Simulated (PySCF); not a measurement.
A structure optimised at PBE0-D3(BJ)/def2-SVP, used in a PySCF frequency run:

```
Re
O 1 1.6889
O 1 1.6889 2 108.22
O 1 1.6889 2 108.22 3 -117.06
F 1 1.8485 2 110.69 4 -121.47
```

Task: Write its SMILES, formula and point group.

Result: [O]=[Re](=[O])(=[O])[F], FO₃Re, C3v

Task: What are its rotational constants (standard atomic weights)?

Result: 4.2183, 3.5653, 3.5653 GHz
